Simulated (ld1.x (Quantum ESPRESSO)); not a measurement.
**Before and after: TM potential for thallium (Tl)**

- Element: thallium
- Generator: ld1.x (Quantum ESPRESSO) 7.5
- Type: norm-conserving Troullier–Martins (Kleinman–Bylander form)
- Functional: PBE
- Relativity: scalar-relativistic
- Frozen core: [Xe] 4f14
- Valence charge: 13
- Reference configuration: 5d10 6s1 6p0 (charge +2)
- Partial waves: 6s (bound): rc 1.90 bohr; 6p (bound, empty): rc 2.15 bohr; 5d (bound): rc 2.10 bohr
- Local potential: the d channel
- Core correction: a·sin(br)/r model core, default radius (core density twice the valence density)

Change: reference 5d10 6s2 6p1.

Cutoffs: the cutoffs (Ry, on a coarse ladder) from which the occupation-weighted sum of valence levels, in a spherical-Bessel basis at the reference potential, stays within 10 and 1 mRy of its value at 400 Ry; they do not see the model core or the augmentation charge, which bear on the density cutoff. Errors are all-electron minus pseudo energies relative to the spin-unpolarised reference configuration.

Question: What does the change do?

Answer: The potential gets neither clearly harder nor softer (50 Ry and 70 Ry → 50 Ry and 80 Ry); both files keep a bound ghost (p, s); the range in which the s phases agree widens (upper end 2.6 → 3.8); the range in which the d phases agree widens (upper end 1.4 → 2.7).

```tsv
quantity	base	changed
cutoff, loose	50 Ry	50 Ry
cutoff, tight	70 Ry	80 Ry
bound ghosts	s, p	s, p
largest error over its own tests, meV	-171	-81
s: phases at 2.34 bohr within 0.05 rad from the reference energy up to (Ry; the scan ends near 5)	2.6	3.8
p: phases at 2.34 bohr within 0.05 rad from the reference energy up to (Ry; the scan ends near 5)	to the end of the scan	to the end of the scan
d: phases at 2.34 bohr within 0.05 rad from the reference energy up to (Ry; the scan ends near 5)	1.4	2.7
```

Changed file: These tests converged, but a pseudo level misses the all-electron one widely, so the file describes the atom poorly there or has found another state: 5d10 6s0 6p0: empty 6p by 3.4 eV. A true bound ghost makes a file unfit for plane-wave use even where its test errors are small: the radial tests pick states by their node count and pass the ghost by.
